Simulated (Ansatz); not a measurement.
Input for Ansatz (development build ahead of 0.2.0):

```yaml
crystal:
  periodic: [false, false, false]
  atoms:
    - { symbol: Be, position_ang: [0.0, 0.0, 0.0] }
    - { symbol: H, position_ang: [2.02023, 0.0, 1.69518] }
    - { symbol: H, position_ang: [-2.02023, 0.0, 1.69518] }
basis:
  gaussian: { orbitals: "6-31G" }
total_charge: 1
magnetization:
  initial_magnetization: 1
hamiltonian:
  xc: hf
correlation:
  method: fci
  frozen_orbitals: { Be: 0, H: 0 }
```

The input is written out in the form of the current development build from the run's settings.

Results

```yaml
Converged: yes
Total_energy: -15.29477 hartree
State: lowest doublet root, of any spatial symmetry
```
